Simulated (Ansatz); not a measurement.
SnF₃⁻. Total charge -1; triplet. Geometry PBE-D4/def2-TZVPD; atoms count from 1.

```xyz
4

Sn   -0.002    0.001    0.000
F    -1.574   -0.646    1.170
F    -0.357    0.797   -1.871
F     1.933   -0.152    0.700
```

In the def2 sets Sn takes a core potential; there is no spin–orbit coupling. The highest occupied level of the charge -1 triplet lies above zero (up to 0.22 eV). The electron is either unbound and held by the finite basis, or the level is raised by self-interaction error. At PBE0-D4/def2-TZVPD a singlet of charge -1 lies 3.16 eV below the triplet, each at its own geometry. The structure comes from a short search, and lower isomers may exist.

Estimate the Mulliken populations from the PBE0/def2-TZVPD orbitals of Ansatz.


```csv
atom,charge (e),spin (α − β)
Sn1,0.73,1.83
F2,-0.58,0.06
F3,-0.58,0.06
F4,-0.58,0.06
```
Mulliken values depend strongly on the basis. With diffuse functions, as here, like atoms can get unlike values, and bond orders can come out too low or too high.

Where does the spin sit?

Summed by element: Sn 1.83, F 0.17, of 2 unpaired in all. Largest on single atoms: Sn1 1.83, F2 0.06, F3 0.06.

And the Mayer bond orders between heavy atoms (over 0.3)?

Sn1–F2 0.32 (2.06 Å); Sn1–F3 0.32 (2.06 Å); Sn1–F4 0.32 (2.06 Å).
